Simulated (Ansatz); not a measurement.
Calculated with Ansatz (gas phase, PBE0-D4/def2-TZVP geometries, no zero-point term in ΔE). CBS: MP2 limit from def2 TZ/QZ plus the TZ coupled-cluster correction, frozen cores. This one scheme is used for every species. DFT in def2-TZVPP. Elements past krypton have def2 core potentials. For Sb outer-core shells are correlated without core-valence functions, which leaves a few kJ/mol of doubt a bond. Each species was taken in one conformer, which may not be the lowest.

`[BH2][SbH][CH3]` + H₂S → `[CH3][SbH][SH]` + BH₃  (cleavage of the Sb–B bond)

Is it downhill or uphill in electronic energy at CCSD(T)/CBS, and by how much? (An estimate is asked.)

Ansatz gave: Downhill: ΔE = -8.9 kcal/mol.

What do these levels give: r2SCAN0-D4, CAM-B3LYP-D4, RPA@PBE/def2-TZVPP, MP2/def2-SVP, HF/def2-TZVPP, HF/def2-QZVPP? (Estimate.)

The calculation gave: r2SCAN0-D4 -8.7, CAM-B3LYP-D4 -9.7, RPA@PBE/def2-TZVPP -7.6, MP2/def2-SVP -6.6, HF/def2-TZVPP -11.5, HF/def2-QZVPP -11.8 kcal/mol.

Largest T1 diagnostic among the species: 0.015.

Leaving LDA and LC-ωPBE aside and taking each functional with its dispersion term where it has one, the values, not all of them listed here, spread over 3.2 kcal/mol, from BHLYP-D4 to PBE-D4. LDA lies +2.5 kcal/mol from PBE without D4. At CCSD(T), def2-SVP lies +3.6 kcal/mol from the extrapolated value and def2-TZVPP +1.6 kcal/mol. In def2-TZVPP, CCSD(T) changes the Hartree–Fock value by +4.1 kcal/mol (the triples alone add +0.2 kcal/mol) and MP2 by +2.8 kcal/mol.
